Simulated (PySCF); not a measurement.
NMR data simulated for an unnamed compound:

1H NMR (400 MHz, computed): δ 9.12 (s, 1H), 9.00 (d, 1H), 8.02 (d, 1H), 7.81 (m, 2H), 7.81 (m, 2H), 7.72 (m, 1H), 7.53 (m, 1H).

13C{1H} NMR (computed): δ 154.8 (CH), 154.5 (CH), 145.3 (C), 143.0 (C), 140.6 (CH), 134.7 (CH), 133.6 (CH), 133.4 (CH), 128.3 (CH).

[PySCF 2.14: structure optimised with GFN2-xTB; GIAO PBE0/pcSseg-1 shieldings; no solvent; one conformer; rapidly exchanging positions averaged; non-relativistic Hamiltonian]

δ = σ(ref) − σ, references computed at the same level: 1H, 13C vs TMS.

**Question.** Which of these does the molecule contain: a ketone, a benzene ring, a nitrile, a heteroaromatic ring, an S-methyl group?

**Answer.** 
- A ketone: no.
- A benzene ring: yes.
- A nitrile: no.
- A heteroaromatic ring: yes.
- An S-methyl group: no.

The data belong to `InChI=1S/C11H9N/c1-2-5-10(6-3-1)11-7-4-8-12-9-11/h1-9H`; they needn't prove each group on their own.

Carbon signals by region: 9 in the sp2 and nitrile region (100–160 ppm).

Shifts are as computed. Against solution values, carbons near 30 ppm lie about +3 ppm off and those near 130 ppm about +5 ppm. Of 1211 compounds with measured shifts, 218 miss one by over three times the rms of a fit or turn the order of signals round; such compounds aren't used in these exercises. No couplings were computed; multiplicities are counted from neighbouring protons, with m where these are inequivalent, close in shift, in a saturated or five-membered ring or joined by F or P, and br s for small geminal =CH2 splittings.
